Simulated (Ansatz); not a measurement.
C3H7BSi. The species carries charge 0 and has multiplicity 1. The bonds changed during the relaxation, so this is another structure than the one it started from.

```xyz
12

B     0.8207   -0.2590   -0.9683
C     0.6549    1.3373   -1.4952
C    -0.1102    1.0645   -0.3524
C    -0.3775    0.1412    0.4340
Si   -1.0575   -0.8599    1.8062
H     1.8769   -0.4723   -0.4507
H     0.2563   -1.0435   -1.6719
H     0.1127    1.4845   -2.4236
H     1.5190    1.9805   -1.3637
H     0.0692   -1.3375    2.6417
H    -1.9771   -0.0231    2.6150
H    -1.7876   -2.0128    1.2290
```

Task: List the harmonic frequencies (cm⁻¹, unscaled) at PBE0-D4/def2-TZVP in Ansatz. (An estimate is asked.)

Result: The calculation gave: 81, 135, 138, 227, 380, 545, 599, 677, 685, 703, 842, 852, 901, 923, 939, 942, 947, 1004, 1047, 1184, 1212, 1455, 2094, 2244, 2254, 2256, 2560, 2665, 3144, 3223.

Task: Is this a minimum?

Result: Yes, all 30 modes are real.

Task: Give the ideal-gas thermochemistry at 298.15 K and 1 bar (rigid rotor, harmonic oscillator; point group Cs, symmetry number 1).

Result: Zero-point energy 220.5 kJ/mol; H(298) − E = 241.3 kJ/mol; entropy 339.0 J/(mol·K), of which translation 163.8, rotation 109.4, vibration 65.8; G(298) − E = 140.2 kJ/mol. Modes under 100 cm⁻¹ are hindered rotations or soft bends, so the harmonic entropy is rough.
